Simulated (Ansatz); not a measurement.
Consider the atomization: `C1[O][SnH2][SiH2]1` → C• + 6 H• + O• + Si• + Sn•.

Gas-phase electronic energies from Ansatz, PBE0-D4/def2-TZVP geometries. CBS: MP2 limit from def2 TZ/QZ plus the TZ coupled-cluster correction, frozen cores. This one scheme is used for every species, atoms too. Functionals use def2-TZVPP. No spin–orbit coupling; open shells (•) take unrestricted orbitals. Spin–orbit coupling would lower the free atoms: a little for C, O, Si; strongly for Sn. def2 core potentials past Kr. For Sn outer-core shells are correlated without core-valence functions, so the limit isn't a true one: a few kJ/mol of doubt a bond, and 10 to 20 or more in all where bonds break to atoms.

`C1[O][SnH2][SiH2]1`:

Z-matrix (Å, degrees):
```
C
Sn 1 2.781
Si 1 1.920 2 62.5
O 1 1.423 2 44.0 3 -179.3
H 1 1.098 2 126.3 3 -97.2
H 1 1.098 2 125.5 3 97.5
H 2 1.712 1 121.5 3 -107.7
H 2 1.712 1 121.9 3 107.5
H 3 1.489 1 116.6 2 115.0
H 3 1.489 1 116.4 2 -114.8
```

| level | ΔE (kJ/mol) | difference from CCSD(T)/CBS |
| --- | --- | --- |
| PBE-D4 | 3141.6 | 12.2 |
| ωB97X-V | 3137.8 | 8.4 |
| ωB97M-V | 3109.9 | -19.5 |
| B2PLYP | 3054.9 | -74.5 |
| r2SCAN | 3107.9 | -21.5 |
| HF/def2-TZVPP | 2169.7 | -959.7 |
| MP2/def2-TZVPP | 3040.3 | -89.1 |
| CCSD/def2-TZVPP | 2980.3 | -149.1 |
| HF/def2-QZVPP | 2176.9 | -952.5 |
| CCSD/CBS(def2) | 3077.1 | -52.3 |
| CCSD(T)/CBS | 3129.4 | 0 |

Largest T1 diagnostic among the species: 0.015.

From PBE to PBE0 (25 % exact exchange), in def2-TZVPP and without D4, ΔE moves by −49.9 kJ/mol: exact exchange takes away binding that semilocal exchange gives to molecules. The D4 term adds +37.2 kJ/mol with B3LYP and +19.4 kJ/mol with PBE0; it sums over pairs of atoms, weighted by their polarisabilities, and B3LYP, whose exchange is more repulsive, gets the larger term.

B3LYP here is the variant with VWN-RPA as its local correlation; programs differ in this.

For atomizations the MP2-based limit and the directly extrapolated one differ by several kJ/mol either way, and by 10 to 25 for some Ge, Se and Sn compounds, so smaller differences from it don't rank the levels.
